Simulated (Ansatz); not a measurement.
`C[NH][Al]([F])[Cl]` + `N=C=O` → `O=C=[N][Al]([F])[Cl]` + CH₃NH₂ at 700 K and 1 bar (ligand exchange at the Al–N bond).

Gas-phase electronic energies from Ansatz, PBE0-D4/def2-TZVP geometries. CCSD(T)/CBS is the MP2 limit (def2-TZVPP, def2-QZVPP) plus CCSD(T) − MP2 in def2-TZVPP, frozen cores. This one scheme is used for every species. Each species was taken in one conformer, which may not be the lowest.

```
               species  CCSD(T)/CBS energy (Eh)  H − E (kJ/mol)  S (J/(mol·K))
  `C[NH][Al]([F])[Cl]`               -896.93383           226.0          456.1
               `N=C=O`               -168.51995            89.3          283.6
`O=C=[N][Al]([F])[Cl]`               -969.71777           110.9          452.8
                CH₃NH₂                -95.75281           207.6          296.6
```

H − E and S are ideal-gas, rigid-rotor, harmonic terms from PBE0-D4/def2-TZVP, for one conformer and one mirror image of each species. 1 Eh = 2625.50 kJ/mol, R = 8.31446 J/(mol·K).

Task: By hand: ΔE, ΔH, ΔS and ΔG.

Result: ΔE = (-969.71777) + (-95.75281) − (-896.93383) − (-168.51995) = -0.01680 Eh = -44.1 kJ/mol. Δ(H − E) = 110.9 + 207.6 − 226.0 − 89.3 = 3.2, so ΔH = -40.9 kJ/mol. ΔS = 452.8 + 296.6 − 456.1 − 283.6 = 9.7 J/(mol·K). ΔG = -40.9 − 700 × (9.7)/1000 = -47.7 kJ/mol.

Task: By hand: the equilibrium constant, and the temperature at which ΔG would vanish if ΔH and ΔS stayed fixed.

Result: log₁₀ K = −ΔG/(RT ln 10) = 3.6. ΔH and −TΔS have one sign here, so there is no such temperature.

The number of gas molecules stays the same, so ΔS is small and ΔH decides. A doubt of 5 kJ/mol in ΔE shifts log₁₀ K by 0.4 here. Other conformers and mirror images would add mixing entropy, several J/(mol·K) or more a flexible species. Modes under 60 cm⁻¹, often nearly free rotors, make the harmonic entropy too high. These are equilibria of isolated gas molecules and say nothing of rates. Largest T1 diagnostic: 0.018 (customary marks: 0.02 for closed shells, 0.045 for open ones).

ΔS is within the doubt of such terms, so its sign, and with it that verdict, could turn.
